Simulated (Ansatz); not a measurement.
Ideal-gas functions of CH3ClS2W (`[CH3][W](=[S])(=[S])[Cl]`) at 400 K and 1 bar, from an Ansatz frequency run at PBE0-D4/def2-TZVP.

Molar mass 298.46 g/mol, point group Cs (symmetry number 1), electronic degeneracy 1, moments of inertia 297.299, 343.052, 433.491 u Å². Harmonic wavenumbers (cm⁻¹, unscaled): 120, 136, 170, 178, 182, 192, 412, 556, 559, 563, 627, 690, 1208, 1400, 1413, 3028, 3116, 3147.

Use S(trans) = R[1.5 ln M + 2.5 ln T − 1.1517]; rotational temperatures θ = 24.2544 K / I; S(rot) = R[ln(√π/σ · √(T³/θAθBθC)) + 1.5]; for each mode x = 1.438777 ν̃/T, S = R[x/(eˣ − 1) − ln(1 − e⁻ˣ)] and H = RT x/(eˣ − 1); 1 cm⁻¹ = 0.0119627 kJ/mol; R = 8.31446 J/(mol·K).

**Question.** By hand: the entropy, in J/(mol·K).

**Answer.** Translation 186.0. Rotation: θ = 0.0816, 0.0707, 0.056 K, giving 125.4. Vibration, mode by mode: 15.36, 14.34, 12.53, 12.16, 11.98, 11.56, 5.77, 3.81, 3.78, 3.74, 3.12, 2.61, 0.58, 0.33, 0.32, 0.00, 0.00, 0.00, in all 102.0. Electronic 0.0. Sum 413.4 J/(mol·K).

**Question.** By hand: H − E and G − E in kJ/mol, counted from the electronic energy.

**Answer.** Zero-point energy ½ × 17697 × 0.0119627 = 105.9; thermal vibration 21.3; translation, rotation and pV give 4 RT = 13.3. H − E = 140.5 kJ/mol, and G − E = 140.5 − 400 × 413.4/1000 = -24.9 kJ/mol.

Vibration gives 25 % of the entropy, 29.7 J/(mol·K) of it from the modes under 150 cm⁻¹: soft modes count most, and the harmonic formula is weakest for them.
